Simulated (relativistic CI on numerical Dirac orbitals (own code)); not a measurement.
# Slater and spin-orbit integrals, Tl LXXV

Computed by Dirac-Coulomb-Breit CI, KLI orbitals optimised for each configuration, QED by a radiative potential, unscaled Slater integrals (own radial code, finite nucleus).

Slater integrals F^k, G^k are unscaled and averaged over j, outside the closed core 1s2; ζ comes from projecting the Hamiltonian with its Breit term on Σ l·s of the shell.

- 2s2.2p3: F^2(2p,2p) = 1.5654e+06, ζ(2p) = 1.1679e+07 cm⁻¹; <r>(2p) = 0.05951, <r^2>(2p) = 0.004339 (bohr units).
- 2s.2p4: F^2(2p,2p) = 1.5642e+06, G^1(2s,2p) = 1.7064e+06, ζ(2p) = 1.1659e+07 cm⁻¹; <r>(2s) = 0.06619, <r^2>(2s) = 0.005233, <r>(2p) = 0.05956, <r^2>(2p) = 0.004346 (bohr units).
- 2p5: ζ(2p) = 1.1638e+07 cm⁻¹; <r>(2p) = 0.05963, <r^2>(2p) = 0.004356 (bohr units).

Averages of the first 10 configurations, taken without configuration mixing, which lowers the lowest level and can move excited configurations by several eV; other configurations of the list can lie among them:

```
Configuration  Parity  States  Average energy above the lowest level (eV)
      2s2.2p3     odd      20                                      2162.9
       2s.2p4    even      30                                      4035.7
          2p5     odd       6                                      5978.8
       2p4.3s    even      30                                     17191.9
   2s2.2p2.3s    even      30                                     13453.2
       2p4.3p     odd      90                                     17729.0
   2s2.2p2.3p     odd      90                                     14004.5
       2p4.3d    even     150                                     18146.7
   2s2.2p2.3d    even     150                                     14421.9
    2s.2p3.3s     odd      80                                     15287.2
```
